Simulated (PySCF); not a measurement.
Simulation results for BFH2NSi, BH5N2Si, BH3NOSi

All values are calculated (PySCF 2.14.0). Calculation on a computer-drawn molecule: the log of a Hartree-Fock and frozen-core CCSD(T) single point meant for a local Hartree-Fock minimum, with one planted fault or none, to be diagnosed. Offsets are logged minus clean, where the clean run is the same molecule without the fault. The reference is restricted for singlets and unrestricted otherwise, and also for a bond in bohr or an excited solution. Adding or removing an electron swaps singlet and doublet. The excited solution moves the top pair (singlet) or top alpha electron (doublet) to the lowest empty orbital. Highest occupied and lowest empty are orbital energies over both spins, largest force is the largest gradient component, triples share is (T) over the correlation energy, the T1 limit is 0.02 restricted and 0.045 unrestricted, electrons count all cores, a negative frequency is imaginary (commonest isotopes), and the dipole is about the centre of nuclear charge.

Common to all runs: logged electrons 38; logged SCF converged yes; logged spin squared 0; possible faults no fault, one electron removed, one electron added, multiplicity raised by two, geometry at a saddle point, SCF held on an excited solution, minimal basis STO-3G, one bond length entered in bohr, all coordinates scaled.

(1) BFH2NSi

Logged structure:
```xyz
6
BFH2NSi
B     -1.7570    -0.9533    -2.8036
N     -1.2799     0.1537    -2.4315
Si    -0.6790     1.8776    -2.0799
F     -1.4611     2.1008    -0.5517
H     -2.2116    -2.0082    -3.1598
H      0.7305     1.4583    -1.5049
```

| Quantity | Value |
| --- | --- |
| meant charge | -1 |
| meant multiplicity | 1 |
| meant basis | aug-cc-pV(D+d)Z |
| logged basis functions | 119 |
| logged highest occupied | -2.2543 eV |
| logged lowest empty | 3.4658 eV |
| logged largest force | 0.030121 hartree/bohr |
| logged T1 diagnostic | 0.01818 |
| logged D1 diagnostic | 0.045686 |
| logged triples share | 0.036434 |
| logged CC converged | yes |
| logged dipole magnitude | 3.8264 debye |
| logged SCF stable within its kind | yes |
| logged energy HF | -468.76652 hartree |
| logged energy CCSD(T) | -469.38939 hartree |
| planted fault | all coordinates scaled, by +2.3 % |
| HF energy offset from clean run | 1.955 kcal/mol |
| CCSD(T) energy offset from clean run | -1.499 kcal/mol |

Drawn bonds:
```tsv
atom	other atom	order
1	2	2
2	3	1
3	4	1
1	5	1
3	6	1
```

(2) BH5N2Si

Logged structure:
```xyz
9
BH5N2Si
B     -1.2895    -3.4241     1.3950
N     -1.1380    -2.3252     0.8388
Si    -0.9020    -0.8292     0.0471
N     -1.1494     0.4607     1.1563
H     -1.4359    -4.4610     1.9218
H      0.4849    -0.6956    -0.4478
H     -1.8113    -0.8097    -1.1242
H     -0.7854     1.3650     0.9182
H     -2.0416     0.5575     1.6050
```

| Property | Result |
| --- | --- |
| meant charge | 0 |
| meant multiplicity | 1 |
| meant basis | cc-pV(D+d)Z |
| logged basis functions | 90 |
| logged highest occupied | -1.7198 eV |
| logged lowest empty | -5.3824 eV |
| logged largest force | 0.12838 hartree/bohr |
| logged CC converged | no |
| logged dipole magnitude | 2.0648 debye |
| logged SCF stable within its kind | no |
| logged energy HF | -424.82486 hartree |
| planted fault | SCF held on an excited solution |
| HF energy offset from clean run | 429.6 kcal/mol |

Drawn bonds:
```tsv
atom	other atom	order
1	2	2
2	3	1
3	4	1
1	5	1
3	6	1
3	7	1
4	8	1
4	9	1
```

Notes: CCSD not converged.

(3) BH3NOSi

Logged structure:
```xyz
7
BH3NOSi
B     -2.0777    -2.1424    -0.6513
N     -1.5084    -1.8964    -1.7295
Si    -0.5895    -1.6436    -3.1472
O     -0.7967    -0.1199    -3.7496
H     -2.6198    -2.3681     0.3630
H     -1.0328    -2.5561    -4.2220
H     -0.6345     0.6159    -3.1784
```

| Property | Result |
| --- | --- |
| meant charge | 0 |
| meant multiplicity | 2 |
| meant basis | cc-pV(D+d)Z |
| logged basis functions | 80 |
| logged highest occupied | 0.29652 eV |
| logged lowest empty | 8.5328 eV |
| logged largest force | 0.10572 hartree/bohr |
| logged T1 diagnostic | 0.01856 |
| logged D1 diagnostic | 0.060324 |
| logged triples share | 0.031982 |
| logged CC converged | yes |
| logged dipole magnitude | 4.4666 debye |
| logged SCF stable within its kind | yes |
| logged energy HF | -444.68436 hartree |
| logged energy CCSD(T) | -445.26704 hartree |
| planted fault | ? |

Drawn bonds:
```tsv
atom	other atom	order
1	2	2
2	3	1
3	4	1
1	5	1
3	6	1
4	7	1
```

Notes: highest electron not bound in this basis.

Q: Which fault was planted in the run of BH3NOSi (entry 3)?
A: one electron added

Further results for BH3NOSi (entry 3):

| Property | Result |
| --- | --- |
| HF energy offset from clean run | 31.18 kcal/mol |
| CCSD(T) energy offset from clean run | 7.277 kcal/mol |
